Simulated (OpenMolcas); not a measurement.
## S I: the spin-orbit constant, worked from levels

- Program: OpenMolcas
- Basis: ANO-R2 [5s4p3d1f]
- Scalar Hamiltonian: X2C, finite nucleus
- Active space: 6 electrons in 4 orbitals (3s 3p)
- State averaging: 2S+1 = 3 even, 3 roots; 2S+1 = 1 even, 6 roots; 2S+1 = 3 odd, 3 roots (0 in the spin-orbit step)
- Spin-orbit coupling: state interaction with AMFI integrals over the reference wave functions, term energies averaged over their components

Methods: CASSCF; SS-CASPT2, IPEA 0.25 Eh, imaginary shift 0.1 Eh (closed shells correlated: 2s 2p). Measured levels: NIST Handbook of Basic Atomic Spectroscopic Data.

**The spin-orbit constant.** For the Hund term ³P of p4, E(J) = (A/2) J(J+1) + constant and ζ = -2S·A = -2A. From J = 0 to J = 2 the energy changes by 3 A.

| Source | E(2) - E(0) | A | ζ |
| --- | --- | --- | --- |
| CASSCF | -540.3 | -180.1 | 360 |
| SS-CASPT2 | -542.1 | -180.7 | 361 |
| measured | -573.6 | -191.2 | 382 |

All in cm-1. SS-CASPT2 is off by -5.5 % and CASSCF by -5.8 %. Both methods take the spin-orbit matrix elements from the reference wave functions, so the second can move ζ only through the term energies and any multistate remixing. Second-order mixing with other terms is absorbed into this ζ.

No level of 3s 3p⁵ was computed, though it lies in the active space. Without dynamic correlation excited terms often stand tens of per cent too high (terms of higher spin than the ground term too low), and those without a measured partner can miss by more than the paired ones (holds for CASSCF). Computed and measured levels are paired by configuration, term and J; levels that our copy of the source lacks, or whose pairing is in doubt (as where it misses far off the trend of its configuration), stay unpaired and out of the deviations. Levels of configurations outside the active space are missing.
